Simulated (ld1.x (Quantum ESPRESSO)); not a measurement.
**An all-electron radial function and its pseudo partner (Co (Z = 27))**

Columns: radius, all-electron u(r) and pseudo u(r) of the 3s shell (level -104.26 eV) of cobalt in the configuration [Ne] 3s2 3p6 3d7 4s1 4p1; PW91, scalar-relativistic, RRKJ scheme, ld1.x (Quantum ESPRESSO) 7.5.

| r (bohr) | all-electron | pseudo |
| --- | --- | --- |
| 0.045 | 0.3041 | 0.0623 |
| 0.090 | -0.1963 | 0.1266 |
| 0.135 | -0.5750 | 0.1949 |
| 0.180 | -0.6751 | 0.2693 |
| 0.225 | -0.5513 | 0.3518 |
| 0.270 | -0.2959 | 0.4440 |
| 0.315 | 0.0131 | 0.5469 |
| 0.360 | 0.3221 | 0.6598 |
| 0.405 | 0.5995 | 0.7801 |
| 0.450 | 0.8300 | 0.9024 |
| 0.495 | 1.0084 | 1.0190 |
| 0.540 | 1.1360 | 1.1206 |
| 0.585 | 1.2177 | 1.1985 |
| 0.630 | 1.2600 | 1.2468 |
| 0.675 | 1.2701 | 1.2639 |
| 0.720 | 1.2547 | 1.2529 |
| 0.765 | 1.2201 | 1.2199 |
| 0.810 | 1.1714 | 1.1714 |
| 0.855 | 1.1131 | 1.1131 |
| 0.900 | 1.0487 | 1.0487 |
| 0.945 | 0.9809 | 0.9809 |
| 0.990 | 0.9120 | 0.9120 |
| 1.035 | 0.8436 | 0.8436 |
| 1.080 | 0.7769 | 0.7769 |
| 1.125 | 0.7128 | 0.7128 |
| 1.170 | 0.6517 | 0.6517 |

Task: How many radial nodes do the two functions have?

Result: The all-electron 3s function has n − l − 1 = 2; the pseudo-wave has 0, since the states of the same l below it are removed with the core.

Task: At about which radius was the pseudo-wave matched?

Result: 0.85 bohr. The columns agree to 0.0005 from 0.77 bohr on; several derivatives are matched, so the curves merge somewhat inside the radius.

Task: Is the pseudo-wave norm-conserving?

Result: Yes: the RRKJ scheme keeps the norm inside the radius equal to the all-electron one, which fixes the energy derivative of the logarithmic derivative at the level.
